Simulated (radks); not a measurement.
Problem. These are the eigenvalues of the occupied orbitals of an atom or ion with whole-number occupations (eV). Method: Dirac Kohn-Sham, revPBE, spin-unpolarised, spherical densities, finite nucleus; Fermi nuclear charge, rms radius of each element as measured or else 0.836 A^(1/3) + 0.57 fm; computed with a radial shooting solver on a logarithmic mesh with Libxc functionals.

| orbital | eigenvalue |
|---|---|
| 1s1/2 | -73740.06 |
| 2s1/2 | -12835.84 |
| 2p1/2 | -12291.54 |
| 2p3/2 | -10760.44 |
| 3s1/2 | -2988.574 |
| 3p1/2 | -2744.557 |
| 3p3/2 | -2410.658 |
| 3d3/2 | -2001.194 |
| 3d5/2 | -1928.862 |
| 4s1/2 | -632.4354 |
| 4p1/2 | -529.9220 |
| 4p3/2 | -451.5202 |
| 4d3/2 | -283.1421 |
| 4d5/2 | -268.6151 |
| 5s1/2 | -92.7840 |
| 5p1/2 | -61.0385 |
| 4f5/2 | -55.5025 |
| 4f7/2 | -52.6911 |
| 5p3/2 | -48.6565 |
| 5d3/2 | -7.5276 |
| 5d5/2 | -6.4218 |
| 6s1/2 | -6.1628 |

Which element is it, and in what charge state? The configuration may be excited. Open shells, if any, fill j = l - 1/2 first.

Solution. Z = 76, osmium, charge 0: Os in [Kr] 4d10 4f14 5s2 5p5 5d7 6s2. The list shows which subshells hold electrons but not how many an open one holds; the 1s level, -2709.9 hartree, gives Z - s = 73.6 by -(Z - s)^2/2, which with screening and relativity narrows Z to a few neighbours, and the depths of the outer levels then fix element, charge and occupations together.
